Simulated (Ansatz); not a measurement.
Results of the Gaussian-basis code of Ansatz.

A structure relaxed at PBE0-D4/def2-TZVP, charge 0, multiplicity 1:

Cartesian coordinates in Å:
```
C 1.320 0.532 -0.188
B 0.097 -0.379 -0.497
Ga -1.729 -0.350 0.495
H 1.914 0.783 -1.071
H 1.975 -0.115 0.421
H 1.136 1.432 0.400
H 0.255 -1.214 -1.351
H -2.002 -1.175 1.814
H -2.965 0.485 -0.023
```

Task: Give its formula and SMILES.

Result: CH6BGa, `C[BH][GaH2]`.

Task: Summarise the bond lengths by kind.

Result: 1 × B–C 1.556 Å; 3 × C–H 1.091 to 1.104 Å; 1 × B–Ga 2.078 Å; 1 × B–H 1.205 Å; 2 × Ga–H 1.579 Å.
